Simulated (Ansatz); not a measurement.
Breaking a bond: Al₂, triplet.

Computed with full CI/cc-pVTZ, frozen core run with Ansatz (a first-principles code).

**Question.** Relative to R = 2.74 Å, what are the energies at R = 2.88, 3.87, 4.26, 5.33 Å?

**Answer.** 0.9 kcal/mol at 2.88 Å, 18.8 kcal/mol at 3.87 Å, 24.0 kcal/mol at 4.26 Å, 30.3 kcal/mol at 5.33 Å.

The scan ran from 1.75 to 8.29 Å; beyond the distances shown full CI changes its symmetry label.
